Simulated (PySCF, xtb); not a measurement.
SZn, SMILES [S]=[Zn].

Harmonic wavenumbers (cm⁻¹) from GFN2-xTB (xtb) at its own minimum, in rising order: 439.

Q: What does PySCF 2.14.0 with B3LYP-D3(BJ)/def2-TZVP give at its own minimum? (Estimate from the structure and the level; the computed values follow.)

A: 435. Paired by order, the mean absolute difference is 4 cm⁻¹ and the zero-point energies are 0.6 and 0.6 kcal/mol.
